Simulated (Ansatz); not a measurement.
Species: C3H4Si, SMILES `C#CC=[SiH2]` (charge 0, multiplicity 1).

**Question.** Give a relaxed geometry from Ansatz (a quantum-chemistry and plane-wave program) with B3LYP-D3(BJ)/def2-TZVP.

**Answer.** the end point of this relaxation (outside a Z-matrix the atoms follow the SMILES, hydrogens last).
Bonds (Å): C1–C2 1.207, C1–H5 1.061, C2–C3 1.403, C3–Si4 1.720, C3–H6 1.087, Si4–H7 1.471, Si4–H8 1.470. Bond angles (°): C2–C1–H5 179.8, C1–C2–C3 179.8, C2–C3–Si4 125.5, C2–C3–H6 116.8, Si4–C3–H6 117.7, C3–Si4–H7 120.5, C3–Si4–H8 122.7, H7–Si4–H8 116.8.
